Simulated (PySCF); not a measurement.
Bond length, frequency and bond energy of NaBi⁻ by level of theory

State: ⁴Σ⁻ (quartet), unpaired electrons σ ↑, π ↑↑. Set-up: basis Na aug-cc-pVDZ, Bi aug-cc-pVDZ-PP with ECP60; scalar-relativistic core potentials; PySCF 2.14. De refers to Na + Bi⁻ in their high-spin ground configurations, without counterpoise correction. The functionals are run spin-unrestricted. A positive dipole points towards Bi; it is taken about the centre of mass and depends on that origin.

```
      Level  Re (Å)  ωe (cm⁻¹)  De (eV)  μ (D)
    UHF-MP2   3.232        140      n/a    n/a
UHF-SCS-MP2   3.247        137      n/a    n/a
        PBE   3.216        132     1.07   9.55
     r²SCAN   3.222        132      n/a   9.77
       PBE0   3.192        138     1.06   9.54
      B97-3   3.225        129     1.05   9.78
       MN15   3.170        137     1.04   8.55
  CAM-B3LYP   3.166        140     0.95   9.01
```

(1) What does a quarter of exact exchange do here, going from PBE to PBE0?

(2) What does the step from GGA to meta-GGA do here, going from PBE to r²SCAN?

Correlated steps freeze 5 core orbitals. These are scalar-relativistic numbers at best; spin–orbit coupling would shift them, the dissociation energy most. For an ion De counts to the pair picked by the measured ionisation energies or electron affinities, which need not be the lowest pair at this level. Counting both spins, an empty level lies below a filled one in some of these solutions, because spin and occupation are held. The highest Kohn–Sham level is positive in this anion. Much of that is self-interaction error, but it also means that the finite basis helps to hold the extra electron. The state is the lowest determinant that a PBE0 search found; another state may lie lower at other levels.

## Answers

(1) PBE0 less PBE: -2.4 pm in Re, +4.5 % in ωe, -0.01 eV in De. Exact exchange removes part of the self-interaction that spreads semilocal densities, and in most molecules shortens and stiffens the bond and lowers De; so it does here.

(2) r²SCAN less PBE: +0.6 pm in Re, +0.0 % in ωe.
